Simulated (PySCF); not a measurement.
A PySCF script (with the pyscf-properties extension) for the NMR shieldings of `C[N+]1(C)[AlH2-][CH2]C[C@@H]1OC=O`, C6H14AlNO2, on a PBE0-D3(BJ)/def2-SVP geometry:

```python
import basis_set_exchange as bse
import numpy as np
from pyscf import gto, dft
from pyscf.prop import nmr

atoms = """
C     1.521924   -0.435999    0.968200
N     0.707054   -0.053222   -0.195066
C     1.198936   -0.725783   -1.403288
Al    0.742666    2.043502   -0.374837
C    -0.934076    2.110208    0.722922
C    -1.294760    0.659330    1.068002
C    -0.732401   -0.280860    0.016121
O    -0.958660   -1.637568    0.394787
C    -1.551879   -2.453684   -0.485368
O    -1.905064   -2.163719   -1.589185
H     1.211677    0.131137    1.854163
H     2.569956   -0.187368    0.760227
H     1.426229   -1.513454    1.174134
H     1.189048   -1.821776   -1.280146
H     0.572440   -0.451143   -2.260859
H     2.229770   -0.402512   -1.602248
H     2.167338    2.414927    0.265134
H     0.563857    2.242379   -1.959139
H    -0.858631    2.714796    1.639914
H    -1.738430    2.566379    0.121177
H    -2.380293    0.471872    1.122300
H    -0.894520    0.363590    2.051216
H    -1.220973   -0.105100   -0.954301
H    -1.670250   -3.454149   -0.020719
"""
names = dict.fromkeys(["C", "N", "Al", "O", "H"], "pcSseg-1")
basis = {el: gto.basis.parse(bse.get_basis(n, elements=[el], fmt="nwchem")) for el, n in names.items()}
mol = gto.M(atom=atoms, basis=basis, charge=0, verbose=0)
mf = dft.RKS(mol, xc="PBE0")
mf.grids.level = 2
mf.grids.alignment = dft.numint.BLKSIZE   # the property module wants whole blocks of grid points
mf.conv_tol = 1e-9
mf.kernel()

calc = nmr.RKS(mf)   # GIAO
C = mf.mo_coeff
Co = C[:, mf.mo_occ > 0]
resp = mf.gen_response(singlet=True, hermi=2)
def vind(x):   # induced exchange potential for any number of trial vectors
    d = np.einsum("pi,xij,qj->xpq", C, 2 * x.reshape(-1, C.shape[1], Co.shape[1]), Co, optimize=True)
    return np.einsum("xpq,pi,qj->xij", resp(d - d.transpose(0, 2, 1)), C, Co, optimize=True).ravel()
mo1, _ = nmr.rhf.solve_mo1(calc, with_cphf=vind)
sigma = calc.kernel(mo1)
for i, s in enumerate(sigma):   # ppm
    print("%2d %-2s %9.2f" % (i, mol.atom_pure_symbol(i), np.trace(s) / 3))
```

Task: What does it print?

Result: 
```
 0 C     147.44
 1 N     204.31
 2 C     138.99
 3 Al    387.66
 4 C     189.06
 5 C     153.81
 6 C      98.38
 7 O     104.61
 8 C      20.87
 9 O    -106.77
10 H      28.65
11 H      29.08
12 H      29.20
13 H      29.21
14 H      28.60
15 H      28.72
16 H      27.11
17 H      27.05
18 H      31.11
19 H      31.06
20 H      29.29
21 H      29.35
22 H      25.63
23 H      23.33
```

These numbers come from an equivalent density-fitted implementation of the same equations, which agrees with the script to about 0.01 ppm for H and up to a few tenths of a ppm for heavy atoms, so last digits may differ.

Task: Turn these shieldings into chemical shifts. Referencing at the same level of theory: $^{13}$C (184.41 ppm) and $^{1}$H (31.27 ppm) vs TMS; $^{15}$N (265.67 ppm) against NH3; AlH4- for $^{27}$Al (489.28 ppm); $^{17}$O (334.56 ppm) against H2O.

Result: Averaging equivalent atoms: C 8: 163.5; C 6: 86.0; C 2: 45.4; C 0: 37.0; C 5: 30.6; C 4: -4.7; N 1: 61.4; Al 3: 101.6; O 9: 441.3; O 7: 230.0; H 23: 7.94; H 22: 5.64; H 17: 4.21; H 16: 4.16; H 13/14/15: 2.43; H 10/11/12: 2.29; H 20: 1.98; H 21: 1.92; H 19: 0.21; H 18: 0.16 ppm. Unscaled 17O shifts of doubly bonded oxygen tend to come out too high, by tens of ppm or more. Experimental scales use liquid or dissolved standards, which lie at an offset from isolated NH3 (liquid NH3: subtract about 20 ppm) and H2O (liquid H2O: subtract about 36 ppm).

Size and cost of the density-fitted run: 247 basis functions, 67 s wall time on 1 thread of an Arm Neoverse V1, shared host; peak memory 1.2 GiB.
